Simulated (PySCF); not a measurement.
One of the candidates below gave these computed data.

All candidates are C5H9OP.

* UV, strongest line: among the 8 lowest singlet transitions: S8 at 7.23 eV (171 nm, f = 0.108) [TDDFT wB97X-D/def2-SVPD]
* Dipole: 1.08 D [wB97X-D/def2-SVPD]
* 13C NMR: chemical shifts (computed TMS as zero) by class: 155.3 (1 C), 92.4 (1 C), 62.1 (1 C), 28.0 (1 C), 12.6 (1 C) ppm [GIAO PBE0/pcSseg-1]
* NMR, other nuclei: isotropic shieldings of nuclei other than C and H, by class: 253 (1 O), 483 (1 P) ppm [GIAO PBE0/pcSseg-1]
* Rotational structure: rotational constants A, B, C: 2.555, 1.795, 1.223 GHz [GFN2-xTB]
* Triplet: lowest triplet excitation (Tamm–Dancoff): 4.35 eV [TDA wB97X-D/def2-SVPD]

Gas-phase values; electronic properties from PySCF, density fitting. Levels stand in brackets. Geometry: GFN2-xTB, one conformer, isolated molecule. Each NMR value is the plain mean over a class of atoms that symmetry, rotation or inversion makes alike.

Problem. Which candidate is it?
A. `C#C[P@@](C)(=O)CC`
B. `C=C[P@@H](=O)C1CC1`
C. `COC1=C(C)P1C`
D. `CO/C=P/C1CC1`
E. `C=C[P@@]1(=O)C[C@@H]1C`

Solution. C. It is `COC1=C(C)P1C`. Numbering: `[CH3:1][O:2][C:3]1=[C:4]([CH3:5])[P:6]1[CH3:7]`. 5 carbons fall into 5 classes; from least to most shielded: vinylic carbon bearing oxygen [C3] (155.3 ppm), fully substituted alkene carbon [C4] (92.4 ppm), methoxy carbon [C1] (62.1 ppm), chain sp3 carbon bound to phosphorus [C7] (28.0 ppm), allylic carbon [C5] (12.6 ppm). The other shieldings belong to: 253 ppm, ether oxygen [O2]; 483 ppm, phosphine phosphorus [P6]. The optimised geometry has point group C1 and is an asymmetric top.

The others, at the same levels:
- `CO/C=P/C1CC1` fails: it has 4 carbon classes against 5; its computed 13C shifts are 212.0 (1 C), 60.4 (1 C), 16.0 (2 C), 7.5 (1 C) ppm, rotational constant A is 5.753 GHz (against 2.555 GHz) and smallest rotational constant is 1.062 GHz (against 1.223 GHz).
- `C=C[P@@]1(=O)C[C@@H]1C` fails: its computed 13C shifts are 146.5 (1 C), 139.6 (1 C), 22.8 (1 C), 20.9 (1 C), 14.4 (1 C) ppm, rotational constant A is 4.374 GHz (against 2.555 GHz) and smallest rotational constant is 1.364 GHz (against 1.223 GHz).
- `C#C[P@@](C)(=O)CC` fails: its computed 13C shifts are 95.7 (1 C), 87.1 (1 C), 32.7 (1 C), 19.8 (1 C), 6.5 (1 C) ppm, lowest triplet excitation (Tamm–Dancoff) is 5.20 eV (against 4.35 eV) and strongest line among the 8 lowest singlet transitions is S8 at 7.88 eV (157 nm, f = 0.054) (against S8 at 7.23 eV).
- `C=C[P@@H](=O)C1CC1` fails: its computed 13C shifts are 144.4 (1 C), 139.7 (1 C), 13.1 (1 C), 6.2 (1 C), 0.3 (1 C) ppm and rotational constant A is 4.346 GHz (against 2.555 GHz).

Each candidate is one conformer, not necessarily the lowest. The conformers computed, where there is a choice (atom-mapped SMILES and torsion angles):
- `[CH3:1][O:2][C:3]1=[C:4]([CH3:5])[P:6]1[CH3:7]`: C1–O2–C3–C4 -173°
- `[CH3:1][O:2]/[CH:3]=[P:4]/[CH:5]1[CH2:6][CH2:7]1`: C1–O2–C3–P4 0°, C3–P4–C5–C6 37°
- `[CH2:1]=[CH:2][P@@:3]1(=[O:4])[CH2:5][C@@H:6]1[CH3:7]`: C1–C2–P3–O4 1°
- `[CH:1]#[C:2][P@@:3]([CH3:4])(=[O:5])[CH2:6][CH3:7]`: C2–P3–C6–C7 180°
- `[CH2:1]=[CH:2][P@@H:3](=[O:4])[CH:5]1[CH2:6][CH2:7]1`: C1–C2–P3–O4 -2°, C2–P3–C5–C6 73°
